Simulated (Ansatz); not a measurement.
BH10NSi3, SMILES `BN([SiH3])[SiH2][SiH3]`. The species carries charge 0 and has multiplicity 1. Geometry: relaxed with PBE0-D4/def2-TZVP. It is one conformer, not always the lowest.

```xyz
15

B    -1.292   -0.861   -0.625
N    -0.467   -0.481    0.449
Si   -0.940   -0.869    2.095
Si    1.024    0.422    0.193
Si    1.181    1.265   -1.982
H    -2.298   -1.480   -0.418
H    -0.990   -0.565   -1.749
H     0.297   -1.067    2.896
H    -1.711    0.252    2.693
H    -1.759   -2.103    2.100
H     2.189   -0.452    0.505
H     1.053    1.540    1.180
H     2.382    2.145   -2.030
H     1.349    0.180   -2.983
H    -0.019    2.074   -2.323
```

Problem. What is the dipole moment at r2SCAN/def2-TZVPP? (Best estimate.)

Solution. The calculation gave: 0.62 D, with components (0.31, 0.11, 0.52) D in this frame, pointing from negative to positive charge.

Problem. And with PBE, B3LYP, ωB97M-V? (An estimate is asked.)

Solution. The calculation gave: PBE 0.69 D, B3LYP 0.62 D, ωB97M-V 0.59 D.

Problem. Give the Mulliken charges with r2SCAN, PBE, B3LYP in def2-TZVPP. (Best estimate.)

Solution. Computed: 
```tsv
atom	r2SCAN	PBE	B3LYP
B1	-0.01	-0.12	-0.11
N2	-0.24	-0.05	-0.17
Si3	0.33	0.23	0.30
Si4	0.29	0.21	0.27
Si5	0.15	0.08	0.14
H6	-0.02	0.00	0.01
H7	-0.01	0.01	0.02
H8	-0.07	-0.05	-0.06
H9	-0.07	-0.05	-0.06
H10	-0.06	-0.04	-0.05
H11	-0.07	-0.05	-0.07
H12	-0.07	-0.05	-0.06
H13	-0.06	-0.04	-0.06
H14	-0.05	-0.03	-0.05
H15	-0.05	-0.03	-0.05
```

B3LYP here is the variant with VWN-RPA as its local correlation; programs differ in this.
